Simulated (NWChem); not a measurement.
System: Si2H4OCl2; SMILES O[SiH2][SiH](Cl)Cl

NWChem input:

```
start job
memory heap 200 mb stack 900 mb global 1100 mb
geometry units angstroms noautosym nocenter noautoz
  O      0.366020     2.824796     0.135630
  Si    -0.804109     1.699565    -0.246362
  Si    -0.053510    -0.379663     0.537962
  Cl    -1.113732    -1.931280    -0.325023
  Cl     1.932739    -0.454378    -0.088319
  H      1.269186     2.577814    -0.092084
  H     -1.026335     1.550448    -1.718325
  H     -2.064322     2.133944     0.413928
  H     -0.046047    -0.605305     2.008774
end
basis spherical
  * library def2-svp
end
dft
  xc pbe0
  iterations 150
end
cosmo
  do_cosmo_smd true
  solvent dioxane
end
task dft energy
```

Excerpt of the output:

```
             Northwest Computational Chemistry Package (NWChem) 7.3.0
             --------------------------------------------------------

                             Geometry "geometry" -> ""
                             -------------------------

 Output coordinates in angstroms (scale by  1.889725989 to convert to a.u.)

  No.       Tag          Charge          X              Y              Z
 ---- ---------------- ---------- -------------- -------------- --------------
    1 O                    8.0000     0.36602000     2.82479600     0.13563000
    2 Si                  14.0000    -0.80410900     1.69956500    -0.24636200
    3 Si                  14.0000    -0.05351000    -0.37966300     0.53796200
    4 Cl                  17.0000    -1.11373200    -1.93128000    -0.32502300
    5 Cl                  17.0000     1.93273900    -0.45437800    -0.08831900
    6 H                    1.0000     1.26918600     2.57781400    -0.09208400
    7 H                    1.0000    -1.02633500     1.55044800    -1.71832500
    8 H                    1.0000    -2.06432200     2.13394400     0.41392800
    9 H                    1.0000    -0.04604700    -0.60530500     2.00877400

 Effective nuclear repulsion energy (a.u.)     425.7875540097

                                 NWChem DFT Module
                                 -----------------

 Summary of "ao basis" -> "ao basis" (spherical)
 ------------------------------------------------------------------------------
       Tag                 Description            Shells   Functions and Types
 ---------------- ------------------------------  ------  ---------------------
 O                          def2-svp                 6       14   3s2p1d
 Si                         def2-svp                 8       18   4s3p1d
 Cl                         def2-svp                 8       18   4s3p1d
 H                          def2-svp                 3        5   2s1p

 in cosmo_initialize ...
 calling solv_data for solv:dioxane

 solvent parameters
 solvname_short: dioxane
 solvname_long:  1,4-dioxane
 dielec:        2.2099
 dielecinf:     2.0232
 nonaqueous SMD model solvent descriptors
 dielec:        2.2099
 sola:          0.0000
 solb:          0.6400
 solc:          0.0000
 solg:         47.1400
 solh:          0.0000
 soln:          1.4224

          ---------------
          -cosmo- solvent
          ---------------
 Cosmo: York-Karplus, doi: 10.1021/jp992097l
 dielectric constant -eps-     =   2.21
 screen = (eps-1)/(eps    )    =   0.54749
 surface charge correction     = lagrangian

   van der Waals surface
 --------------------------

 ---------- ATOMIC COORDINATES (A.U.) ------------ VDWR(ANG.) --
     1    0.69167751    5.33809041    0.25630354     2.294
     2   -1.51954567    3.21171215   -0.46555667     2.470
     3   -0.10111924   -0.71745904    1.01660077     2.470
     4   -2.10464830   -3.64959001   -0.61420441     2.380
     5    3.65234712   -0.85864992   -0.16689871     2.380
     6    2.39841377    4.87136211   -0.17401353     1.200
     7   -1.93949192    2.92992188   -3.24716341     1.200
     8   -3.90100293    4.03256943    0.78221050     1.200
     9   -0.08701621   -1.14386059    3.79603243     1.200
 number of segments per atom =        128
 number of   points per atom =        128
 atom (   nspa,  nppa )
 ----------------------
    1 (     77,     0 )       0
    2 (     59,     0 )       0
    3 (     38,     0 )       0
    4 (     88,     0 )       0
    5 (     86,     0 )       0
    6 (      1,     0 )       0
    7 (     31,     0 )       0
    8 (     34,     0 )       0
    9 (     31,     0 )       0
 number of -cosmo- surface points =      445
 molecular surface =    184.178 angstrom**2
 molecular volume  =    187.739 angstrom**3
 -lineq- algorithm             =   0
 -bem- low  level              =   3
 -bem- from -octahedral-
 gaussian surface charge width =   4.50000
 degree of switching           =   1.00000
 switching function tolerance  =   0.00010
 atomic radii =
 --------------
    1  8.000  2.294
    2 14.000  2.470
    3 14.000  2.470
    4 17.000  2.380
    5 17.000  2.380
    6  1.000  1.200
    7  1.000  1.200
    8  1.000  1.200
    9  1.000  1.200
 ...... end of -cosmo- initialization ......

[...]

                                COSMO-SMD solvation results
                                ---------------------------

             internal energy in gas <Psi(g)|H|Psi(g)> =     -1575.989300797564
         internal energy in solvent <Psi(s)|H|Psi(s)> =     -1575.989187029875
                               delta internal energy  =         0.000113767689 (    0.07 kcal/mol)
   total free energy in solvent <Psi(s)|H+V/2|Psi(s)> =     -1575.991718833636
 polarization energy contribution <Psi(s)|V/2|Psi(s)> =        -0.002531803761 (   -1.59 kcal/mol)
    total free energy in solvent including G(SMD-CDS) =     -1575.994542790992
                       G(SMD-CDS) energy contribution =        -0.002823957356 (   -1.77 kcal/mol)
     1 M fixed-concentration free energy of solvation =        -0.005241993428 (   -3.29 kcal/mol)

                       DFT Final Molecular Orbital Analysis
                       ------------------------------------

 Vector   35  Occ=2.000000D+00  E=-3.405462D-01
              MO Center=  3.3D-01, -9.9D-01, -1.8D-01, r^2= 4.6D+00
   Bfn.  Coefficient  Atom+Function         Bfn.  Coefficient  Atom+Function
  ----- ------------  ---------------      ----- ------------  ---------------
    61      0.416769  4 Cl px                80      0.334778  5 Cl py
    58      0.310638  4 Cl px                77      0.249258  5 Cl py
    81      0.217702  5 Cl pz                79      0.208679  5 Cl px
    55      0.179995  4 Cl px                78      0.162562  5 Cl pz
    63     -0.161413  4 Cl pz                76      0.149238  5 Cl px

 Vector   36  Occ=2.000000D+00  E=-3.354579D-01
              MO Center= -3.9D-01,  1.5D+00, -2.4D-01, r^2= 5.0D+00
   Bfn.  Coefficient  Atom+Function         Bfn.  Coefficient  Atom+Function
  ----- ------------  ---------------      ----- ------------  ---------------
     6      0.401907  1 O  pz                 9      0.304455  1 O  pz
    92      0.241971  7 H  s                 63      0.219682  4 Cl pz
    97     -0.199187  8 H  s                 93      0.181680  7 H  s
    60      0.158322  4 Cl pz                98     -0.158740  8 H  s
    24     -0.138179  2 Si pz                80     -0.133008  5 Cl py

 Vector   37  Occ=2.000000D+00  E=-2.883271D-01
              MO Center= -1.7D-01,  4.9D-01,  7.9D-02, r^2= 4.8D+00
   Bfn.  Coefficient  Atom+Function         Bfn.  Coefficient  Atom+Function
  ----- ------------  ---------------      ----- ------------  ---------------
    62      0.250784  4 Cl py                 5     -0.208073  1 O  py
    41     -0.208840  3 Si py                23      0.196848  2 Si py
    80      0.188916  5 Cl py                35     -0.176033  3 Si s
   102      0.171078  9 H  s                  8     -0.169964  1 O  py
     6      0.168780  1 O  pz                59      0.165356  4 Cl py

 Vector   38  Occ=0.000000D+00  E=-2.302240D-02
              MO Center= -3.4D-01,  6.5D-01,  2.0D-01, r^2= 4.4D+00
   Bfn.  Coefficient  Atom+Function         Bfn.  Coefficient  Atom+Function
  ----- ------------  ---------------      ----- ------------  ---------------
    43      0.562761  3 Si px                26      0.441443  2 Si py
    44      0.404273  3 Si py                 3     -0.387625  1 O  s
    25      0.386964  2 Si px                72     -0.263285  5 Cl s
    62      0.255642  4 Cl py                54      0.251993  4 Cl s
    79      0.227826  5 Cl px                40      0.188820  3 Si px

 Vector   39  Occ=0.000000D+00  E=-6.009971D-03
              MO Center= -1.5D-01, -2.9D-02,  1.9D-01, r^2= 4.2D+00
   Bfn.  Coefficient  Atom+Function         Bfn.  Coefficient  Atom+Function
  ----- ------------  ---------------      ----- ------------  ---------------
    45      0.620155  3 Si pz                44      0.499491  3 Si py
    79     -0.399112  5 Cl px                93      0.380447  7 H  s
    43     -0.366820  3 Si px               103     -0.363991  9 H  s
    98     -0.358384  8 H  s                 27      0.342622  2 Si pz
    35     -0.337030  3 Si s                 61      0.311041  4 Cl px

 Vector   40  Occ=0.000000D+00  E= 3.467217D-02
              MO Center= -3.8D-01,  2.2D-01,  3.1D-01, r^2= 5.2D+00
   Bfn.  Coefficient  Atom+Function         Bfn.  Coefficient  Atom+Function
  ----- ------------  ---------------      ----- ------------  ---------------
    36      1.105354  3 Si s                 35      0.896095  3 Si s
   103     -0.806312  9 H  s                 26      0.792745  2 Si py
    18     -0.777743  2 Si s                 34      0.378892  3 Si s
    44      0.325996  3 Si py                93      0.322190  7 H  s
    25     -0.317598  2 Si px                62     -0.267969  4 Cl py

     Multipole analysis of the density
     ---------------------------------

     L   x y z        total         alpha         beta         nuclear
     -   - - -        -----         -----         ----         -------
     0   0 0 0     -0.000000    -37.000000    -37.000000     74.000000

     1   1 0 0     -0.003891     -2.814892     -2.814892      5.625894
     1   0 1 0      0.261056     -5.706563     -5.706563     11.674181
     1   0 0 1      0.136119      1.246380      1.246380     -2.356641

     2   2 0 0    -42.732901   -202.922601   -202.922601    363.112301
     2   1 1 0      1.144802    -14.359347    -14.359347     29.863496
     2   1 0 1     -0.614171    -12.304499    -12.304499     23.994827
     2   0 2 0    -47.888418   -358.158954   -358.158954    668.429489
     2   0 1 1     -1.484736     -5.139779     -5.139779      8.794823
     2   0 0 2    -43.107652    -46.809535    -46.809535     50.511419
```

Level: PBE0/def2-SVP, SMD on the gas-phase geometry. The geometry was optimised at PBE0/def2-SVP. Solvent: 1,4-dioxane.
